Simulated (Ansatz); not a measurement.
Ansatz (an electronic-structure program) input (B3LYP/6-31G* with LANL2DZ past Ar): The .json file joins the Basis Set Exchange's 6-31G* for atoms up to Ar and LANL2DZ past it.

Ansatz 0.2 input:
```yaml
crystal:
  periodic: [false, false, false]
  atoms:
    - {symbol: La, position_ang: [-0.04201198, 0.07969494, 0.19718939]}
    - {symbol: F, position_ang: [-1.67640159, -1.24668478, -0.35649278]}
    - {symbol: F, position_ang: [0.10270614, 1.75131895, -1.18910289]}
    - {symbol: F, position_ang: [1.83977133, -1.00936878, 0.29672955]}
basis:
  gaussian:
    orbitals: 6-31Gs+LANL2DZ.json
hamiltonian:
  xc: {name: B3LYP}
total_charge: -1
magnetization: {spin_polarized: true, initial_magnetization: 1}
phonons: {temperatures: {t_min: 298.15, t_max: 298.15, t_step: 100}}
```

### Question
Which harmonic wavenumbers does it give?

### Answer
87, 103, 103, 511, 511, 521 cm⁻¹ (unscaled; negative means imaginary).
